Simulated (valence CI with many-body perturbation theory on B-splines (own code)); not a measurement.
Hf LVII: key properties

Level of theory: valence CI with perturbative core correlation (CI+MBPT): six valence electrons over a frozen Dirac-Fock core [Ne], a basis of 9 s, 9 p, 8 d, 6 f, 3 g, 1 h functions for each j, with the one-electron correlation potential Σ1 (screened to all orders), the two-electron term Σ2, the three-electron term Σ3, Breit, model QED; selected single and double excitations, second order for the rest, scaled by the run's own slope (own B-spline code, finite nucleus).

No measured spectrum was set against this ion. As an estimate, large intervals hold to a few tenths of a per cent, small ones and those within an open d or f shell to about a per cent. Among the levels kept, up to 970 cm⁻¹ of a level comes from second order outside the variational space, and about a tenth of that is noise between levels of different J, which matters for small intervals.

Levels are named by their leading jj configuration (3d3/2^4 stands for four electrons in 3d with j = 3/2), which in mixed levels can hold well under half, so a name can repeat and another be missing.

Rates and lifetimes use the calculated energies. Strong lines usually hold to 10 to 20 %, long lifetimes can be off by a factor of two.

Problem. What is the ground level?

Solution. (3s^2 3p1/2^2 3p3/2^2) J=2, composition 68 % 3s2 3p4 3P + 31 % 3s2 3p4 1D, g = 1.332.

Problem. What is the ionisation energy?

Solution. 5597.7 eV; NIST lists 5595 ± 5 eV (theoretical).

Problem. What are the static dipole polarisabilities of the lowest levels?

Solution. (3s^2 3p1/2^2 3p3/2^2) J=2 0.00361 (tensor 1.6e-05); (3s^2 3p1/2^2 3p3/2^2) J=0 0.00360 bohr³, of which the core gives 5.06e-05.

Problem. Where does the other parity begin?

Solution. At (3s^2 3p1/2^2 3p3/2 3d3/2) J=2, 1826.9 × 10³ cm⁻¹.

Problem. Among levels below 5108.9 × 10³ cm⁻¹, which E1 lines absorb most strongly from the ground level?

Solution. to (3s^2 3p1/2 3p3/2^2 3d3/2) J=3 at 2.201 nm, f = 0.246; to (3s^2 3p1/2 3p3/2^2 3d3/2) J=2 at 2.176 nm, f = 0.240; to (3s^2 3p1/2 3p3/2^2 3d3/2) J=1 at 2.157 nm, f = 0.164.

Problem. How well does LS coupling describe the low levels?

Solution. Among the lowest 20 levels the leading LS term, summed over configurations, holds 52 % on average. For single configurations the figures are 50 % in LS and 95 % in jj coupling. Terms mix most in the J = 3 level at 1896.9 × 10³ cm⁻¹, where the leading one holds 28 %.

Problem. Name the longest-lived excited levels whose lifetime is computed, and their main decay.

Solution. (3s^2 3p1/2^2 3p3/2 3d3/2) J=0 at 1894.7 × 10³ cm⁻¹ lives 143 ms, mostly by M2 to (3s^2 3p1/2^2 3p3/2^2) J=2; (3s^2 3p1/2^2 3p3/2^2) J=0 at 153.68 × 10³ cm⁻¹ lives 74.8 ms, mostly by E2 to (3s^2 3p1/2^2 3p3/2^2) J=2; (3s^2 3p1/2^2 3p3/2 3d5/2) J=4 at 2429.1 × 10³ cm⁻¹ lives 559 ns, mostly by M1 to (3s^2 3p1/2^2 3p3/2 3d3/2) J=3.
